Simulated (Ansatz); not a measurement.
Basis-set series for C8H14ClNOTi (`C[O][Ti]1234([Cl])([N](C)C)[C@H]5[C@@H]1[C@@H]2[C@@H]3[C@H]54`). Charge 0, multiplicity 1. All single points use the PBE0-D4/def2-TZVP geometry. It is one conformer, not always the lowest.

```json
{"functional": "PBE0-D4", "basis": "def2-TZVPP", "functions": "612", "energy (Eh)": "-1752.41258", "HOMO (eV)": "-6.19", "LUMO (eV)": "-1.29"}
{"functional": "PBE0-D4", "basis": "def2-QZVPP", "functions": "1153", "energy (Eh)": "-1752.46599", "HOMO (eV)": "-6.21", "LUMO (eV)": "-1.32"}
{"functional": "ωB97M-V", "basis": "def2-TZVPP", "functions": "612", "energy (Eh)": "-1752.98886", "HOMO (eV)": "-8.32", "LUMO (eV)": "0.80"}
{"functional": "ωB97M-V", "basis": "def2-QZVPP", "functions": "1153", "energy (Eh)": "-1753.03953", "HOMO (eV)": "-8.34", "LUMO (eV)": "0.59"}
```

(1) Give the rows for def2-SVP. (Estimate.)

## Answers

(1) Ansatz gave: 
```
functional     basis  functions  energy (Eh)  HOMO (eV)  LUMO (eV)
   PBE0-D4  def2-SVP        259  -1751.65986      -6.10      -1.26
   ωB97M-V  def2-SVP        259  -1752.21658      -8.22       0.88
```

Positive LUMOs are unbound and depend on the basis. Scalar relativity is left out up to krypton.
